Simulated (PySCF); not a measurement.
Coordinates in bohr (charge 0 multiplicity 2):
```
Re    0.0000    0.0000    0.0000
F     0.0000    3.3426   -1.0335
F     0.0000   -3.3426   -1.0335
F     3.3426    0.0000    1.0335
F    -3.3426    0.0000    1.0335
```

Computed with PySCF, UB3LYP, basis Re def2-SVP with ECP60, F def2-SVP (scalar-relativistic core potentials, no spin–orbit coupling, density fitting).

This geometry of ReF₄ is a stationary point at this level.

**Question.** What is the point group?

**Answer.** D2d.

**Question.** Is it a minimum?

**Answer.** No: it has 2 imaginary modes (one degenerate set), at 154i cm⁻¹ (e).

**Question.** What are the dipole moment and the gap between the highest occupied and lowest empty levels of either spin?

**Answer.** 0.00 D and 2.80 eV.

**Question.** Give the atomic charges and bond orders.

**Answer.** 
| atom | Mulliken | Löwdin | polar tensor | spin (Mulliken) | Mayer order to Re1 |
| --- | --- | --- | --- | --- | --- |
| Re1 | 1.19 | 0.42 | 2.47 | 0.82 | – |
| F2,3,4,5 | -0.30 | -0.10 | -0.62 | 0.04 | 1.11 |

This need not be the most stable arrangement of these atoms. With open d or f shells other occupations or spin states may lie lower. At this level a quartet minimum of D4h symmetry lies 43 kJ/mol below this structure. With an element this heavy the missing spin–orbit coupling can shift these numbers.
